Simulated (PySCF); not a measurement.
MoH₅, SMILES [MoH5] (connectivity only; charge and spin as stated), neutral, multiplicity 2. Atoms are numbered in the order given.

```xyz
6

Mo     0.0374    -0.0179     0.0000
H      1.5360     0.8044     0.0000
H     -1.1651     0.7901     0.8064
H     -0.3882    -0.8162     1.4210
H     -1.1651     0.7901    -0.8064
H     -0.3882    -0.8162    -1.4210
```
Charge 0, spin multiplicity 2.

Geometry optimised at PBE-D3(BJ)/def2-TZVPD. The spin state was assumed, not searched. The def2 effective core potentials stand for the cores of Mo; spin–orbit coupling is left out.

Computed with TDA-PBE/def2-TZVPD in PySCF.

Vertical excitations. 

```
state    energy (eV)  λ (nm)      f                                                    main pairs
-------  -----------  ------  -----  ------------------------------------------------------------
root 1          1.88     659  0.000                                              α HOMO→LUMO 99 %
root 2          1.91     647  0.000                                            α HOMO→LUMO+1 98 %
root 3          2.49     499  0.022                                            α HOMO→LUMO+2 97 %
root 4          3.12     397  0.000                                              β HOMO→LUMO 98 %
root 5          3.33     372  0.000                        α HOMO−1→LUMO 51 %, β HOMO→LUMO+1 48 %
root 6          3.48     356  0.000                      α HOMO−1→LUMO+1 50 %, β HOMO→LUMO+2 48 %
root 7          3.91     317  0.000                      α HOMO−1→LUMO+2 57 %, β HOMO→LUMO+3 38 %
root 8          3.94     314  0.011    α HOMO−1→LUMO 27 %, β HOMO−1→LUMO 41 %, β HOMO→LUMO+1 29 %
root 9          3.97     312  0.002  α HOMO−1→LUMO+1 42 %, β HOMO→LUMO+2 44 %, β HOMO−2→LUMO 11 %
root 10         4.11     302  0.000                      α HOMO−2→LUMO 52 %, β HOMO−1→LUMO+1 42 %
```
Unrestricted roots are not spin-pure.
